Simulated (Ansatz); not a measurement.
`BSB` + `O=C[SiH2][CH2][InH2]` → `B[SiH2][CH2][InH2]` + `BSC=O`  (redistribution)

Program: Ansatz. Geometries: PBE0-D4/def2-TZVP. ΔE: electronic, gas phase. CCSD(T)/CBS is the MP2 limit (def2-TZVPP, def2-QZVPP) plus CCSD(T) − MP2 in def2-TZVPP, frozen cores. Functionals use def2-TZVPP. B3LYP here is the variant with VWN-RPA as its local correlation; programs differ in this. Elements past krypton have def2 core potentials. For In outer-core shells are correlated without core-valence functions, which leaves a few kJ/mol of doubt a bond. Each species was taken in one conformer, which may not be the lowest.

(1) Is it downhill or uphill in electronic energy at CCSD(T)/CBS, and by how much? (An estimate is asked.)

(2) What do these levels give: PBE-D4, r2SCAN-D4, B3LYP-D4, ωB97X-V, ωB97M-V, B2PLYP, PBE0, MP2/def2-TZVPP, SCS-MP2/def2-TZVPP, HF/def2-QZVPP, MP2/def2-QZVPP, CCSD/CBS(def2)? (An estimate is asked.)

Largest T1 diagnostic among the species: 0.018.

Answers

(1) The calculation gave: Uphill: ΔE = +0.80 eV.

(2) Ansatz gave: PBE-D4 0.64, r2SCAN-D4 0.68, B3LYP-D4 0.78, ωB97X-V 0.80, ωB97M-V 0.82, B2PLYP 0.84, PBE0 0.73, MP2/def2-TZVPP 0.86, SCS-MP2/def2-TZVPP 0.88, HF/def2-QZVPP 1.01, MP2/def2-QZVPP 0.85, CCSD/CBS(def2) 0.84 eV.

In def2-TZVPP, CCSD(T) changes the Hartree–Fock value by −0.19 eV (the triples alone add −0.04 eV) and MP2 by −0.15 eV. From PBE to PBE0 (25 % exact exchange), in def2-TZVPP and without D4, ΔE moves by +0.07 eV. The D4 term adds −0.04 eV with B3LYP and −0.02 eV with PBE0; it sums over pairs of atoms, weighted by their polarisabilities, and B3LYP, whose exchange is more repulsive, gets the larger term.
